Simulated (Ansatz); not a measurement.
Calculated with Ansatz (gas phase, PBE0-D4/def2-TZVP geometries, no zero-point term in ΔE). CCSD(T)/CBS adds triple-zeta CCSD(T) − MP2 to the extrapolated MP2 energy (def2 sets, frozen cores). This one scheme is used for every species, atoms too. For atomizations the MP2-based limit and the directly extrapolated one differ by several kJ/mol either way, and by 10 to 25 for some Ge, Se and Sn compounds, so smaller differences from it don't rank the levels. DFT in def2-TZVPP. HSE06 is defined as in plane-wave codes. No spin–orbit coupling; open shells (•) take unrestricted orbitals. Spin–orbit coupling would lower the free atoms: a little for C, F, Si.

Consider the atomization: `F[SiH](F)C(F)(F)F` → C• + 5 F• + H• + Si•.

`F[SiH](F)C(F)(F)F`:

```xyz
8

F    -0.377   -1.559    1.306
Si    0.548   -0.701    0.360
F     1.667   -0.005    1.225
C    -0.541    0.690   -0.398
F    -1.101    1.475    0.531
F    -1.534    0.170   -1.139
F     0.187    1.479   -1.207
H     1.151   -1.549   -0.677
```

| level | ΔE (kJ/mol) | difference from CCSD(T)/CBS |
| --- | --- | --- |
| BLYP-D4 | 3264.9 | -2.2 |
| PBE0-D4 | 3236.2 | -30.9 |
| r2SCANh-D4 | 3230.5 | -36.6 |
| HSE06-D4 | 3239.6 | -27.5 |
| ωB97X-V | 3272.1 | 5.0 |
| BLYP | 3228.4 | -38.7 |
| PBE0 | 3222.5 | -44.6 |
| BHLYP | 3041.5 | -225.6 |
| CAM-B3LYP | 3264.1 | -3.0 |
| LC-ωPBE | 3275.5 | 8.4 |
| HF/def2-SVP | 2248.2 | -1018.9 |
| MP2/def2-SVP | 3168.7 | -98.4 |
| MP2/def2-TZVPP | 3327.1 | 60.0 |
| CCSD/def2-TZVPP | 3096.5 | -170.6 |
| HF/CBS(def2) | 2296.2 | -970.9 |
| MP2/CBS(def2) | 3432.0 | 164.9 |
| CCSD(T)/CBS | 3267.1 | 0 |

Largest T1 diagnostic among the species: 0.013.

From PBE to PBE0 (25 % exact exchange), in def2-TZVPP and without D4, ΔE moves by −125.6 kJ/mol: exact exchange takes away binding that semilocal exchange gives to molecules. At CCSD(T), def2-SVP lies −249.5 kJ/mol from the extrapolated value and def2-TZVPP −104.9 kJ/mol: correlation converges slowly with the basis, and small sets miss more of it in the bonded molecule than in its fragments. In def2-TZVPP, CCSD(T) changes the Hartree–Fock value by +878.3 kJ/mol (the triples alone add +65.7 kJ/mol) and MP2 by +1043.1 kJ/mol; breaking electron pairs costs correlation energy, which Hartree–Fock lacks.
